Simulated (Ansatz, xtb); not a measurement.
## Two structures of F2GeH2Si

Structure I: `F[SiH](F)[GeH]`, a singlet. Structure II: a singlet given by its coordinates. Both are isolated molecules in the gas phase, relaxed with r2SCAN-D4/def2-SVP; the shapes shown needn't be the lowest conformers.

I (Å):

```json
{"atom": "F", "x (Å)": "-0.8914", "y (Å)": "-1.3308", "z (Å)": "0.7968"}
{"atom": "F", "x (Å)": "0.1137", "y (Å)": "0.9017", "z (Å)": "1.6958"}
{"atom": "Ge", "x (Å)": "-0.6501", "y (Å)": "1.3456", "z (Å)": "-1.3319"}
{"atom": "Si", "x (Å)": "0.1535", "y (Å)": "-0.1389", "z (Å)": "0.4375"}
{"atom": "H", "x (Å)": "0.8502", "y (Å)": "1.8772", "z (Å)": "-1.4317"}
{"atom": "H", "x (Å)": "1.5011", "y (Å)": "-0.7789", "z (Å)": "0.4115"}
```

II (Å):

```xyz
6

F    -1.1550   -2.7919   -1.3304
F     1.0649   -1.7294   -0.7052
Ge   -1.4895    0.6337   -0.8062
Si   -0.5250   -1.4519   -0.6881
H    -2.8262    0.1565   -0.1443
H    -0.7185    1.1645    0.4494
```

Close contacts (Å): F1–Si4 1.61, F2–Si4 1.61, Ge3–Si4 2.30, Ge3–H5 1.57, Ge3–H6 1.57.

Energies in hartree; the thermal terms are from r2SCAN-D4/def2-SVP harmonic frequencies (ideal gas, rigid rotor, one conformer each, 298.15 K, 1 atm) and include the zero-point energy:

|  | I | II |
| --- | --- | --- |
| E, CCSD(T)/def2-TZVP | −2565.419044 | −2565.412598 |
| zero-point energy | 0.020825 | 0.020098 |
| H(298 K) − E | 0.027877 | 0.027246 |
| G(298 K) − E | −0.010677 | −0.011153 |

Q: Work out ΔE, ΔE₀, ΔH and ΔG for I → II in kJ/mol (1 Eh = 2625.50 kJ/mol) and the equilibrium ratio [II]/[I].

A: 1. ΔE = −2565.412598 − (−2565.419044) = +0.006446 Eh = +16.92 kJ/mol.
2. ΔE₀ = ΔE + ΔZPE = +0.006446 + (−0.000727) Eh = +15.02 kJ/mol.
3. ΔH = ΔE + (−0.000631) Eh = +15.27 kJ/mol.
4. ΔG = ΔE + (−0.000476) Eh = +15.67 kJ/mol, so ΔS = (ΔH − ΔG)/T = −1.4 J/(mol K).
5. kT = 0.9442 mEh, so K = [II]/[I] = exp(−ΔG/kT) = exp(−6.32) ≈ 0.0018.

Structure I is favoured at this temperature. An error of 4 kJ/mol in ΔG would change K by a factor of 5. r2SCAN-D4/def2-SVP//GFN2-xTB, r2SCAN-D4/def2-SVP found them nearly level. HF/STO-3G gave ΔE the other sign. Mirror images and further conformers aren't counted.

Other levels gave ΔE = +40.9 (GFN2-xTB); −9.1 (HF/STO-3G, GFN2-xTB geometries); −0.1 (r2SCAN-D4/def2-SVP//GFN2-xTB); +1.0 (r2SCAN-D4/def2-SVP); +74.2 (HF/def2-TZVP); +12.9 (MP2/def2-TZVP) kJ/mol. The correlated steps freeze 16 core orbitals; the filled d shell of Ge is correlated, in a basis made for valence electrons. Programs: Ansatz 0.2.0, xtb 6.7.1.
